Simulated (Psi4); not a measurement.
BCl, charge +1, doublet, at a GFN2-xTB geometry (the spin is typed, not shown lowest). Base run: B3LYP/aug-cc-pVDZ in Psi4.

Geometry (Å):
```xyz
2

B      0.0000     0.0000    -1.1660
Cl     0.0000     0.0000     0.3429
```
Charge +1, spin multiplicity 2.
Orbitals are unrestricted.
All else is at Psi4's defaults (density fitting).

The base run was repeated with changes; each row names its change, and settings that it needs were set with it.

```json
[
 {"change": "base", "E (Eh)": "-484.63413", "<S^2>": "0.755", "core-seconds (rough)": "6"},
 {"change": "functional = b97m-v", "E (Eh)": "-484.51271", "<S^2>": "0.760", "core-seconds (rough)": "20"},
 {"change": "functional = svwn", "E (Eh)": "-483.26679", "<S^2>": "0.757", "core-seconds (rough)": "5"},
 {"change": "functional = m06-l", "E (Eh)": "-484.61668", "<S^2>": "0.758", "core-seconds (rough)": "10"},
 {"change": "functional = bp86", "E (Eh)": "-484.65375", "<S^2>": "0.757", "core-seconds (rough)": "5"},
 {"change": "functional = blyp", "E (Eh)": "-484.61027", "<S^2>": "0.755", "core-seconds (rough)": "5"},
 {"change": "functional = cam-b3lyp", "E (Eh)": "-484.60983", "<S^2>": "0.755", "core-seconds (rough)": "7"},
 {"change": "functional = wb97x-v", "E (Eh)": "-484.53996", "<S^2>": "0.754", "core-seconds (rough)": "20"},
 {"change": "functional = bhhlyp", "E (Eh)": "-484.61183", "<S^2>": "0.754", "core-seconds (rough)": "6"},
 {"change": "functional = pbe0", "E (Eh)": "-484.43232", "<S^2>": "0.757", "core-seconds (rough)": "6"},
 {"change": "functional = b3lyp5", "E (Eh)": "-484.55384", "<S^2>": "0.755", "core-seconds (rough)": "6"},
 {"change": "functional = tpss", "E (Eh)": "-484.64726", "<S^2>": "0.757", "core-seconds (rough)": "9"},
 {"change": "functional = pbe", "E (Eh)": "-484.39004", "<S^2>": "0.757", "core-seconds (rough)": "6"}
]
```

Absolute energies of different levels of theory aren't comparable as measures of quality.

Open shells are given as the SCF converged; they aren't shown to be the lowest states, and a large step between rows can be another state.
